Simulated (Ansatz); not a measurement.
Molecule: CH4O2 (charge 0, singlet). 
Geometry from a B3LYP-D3(BJ)/def2-TZVP (Ansatz, a first-principles code) optimisation:
SMILES: C(O)O
```xyz
7

O     -1.0706     0.4529     0.2878
C     -0.1133    -0.5141    -0.0675
O      1.1760     0.0251    -0.2250
H     -1.1199     1.1035    -0.4232
H     -0.3449    -0.9848    -1.0262
H     -0.1496    -1.2587     0.7315
H      1.4512     0.3997     0.6207
```
Charge 0, spin multiplicity 1.

Parts of the frozen-core correlation energy in 6-31G (Ansatz, hartree). Frozen orbitals: 3; correlated occupied orbitals by spin: 10 and 10; virtual: 22 and 22. Spin-orbit coupling is left out. Non-relativistic.

```
term                            value
-------------------------  ----------
reference (HF)             -189.81753
MP2 opposite-spin          (withheld)
MP2 same-spin                -0.07989
CCSD correlation           (withheld)
(T)                        (withheld)
T1 diagnostic                   0.011
largest doubles amplitude       0.022
```

Question: What belongs in the gaps?

Answer: 
- MP2 opposite-spin, value: -0.25411
- CCSD correlation, value: -0.35302
- (T), value: -0.00610
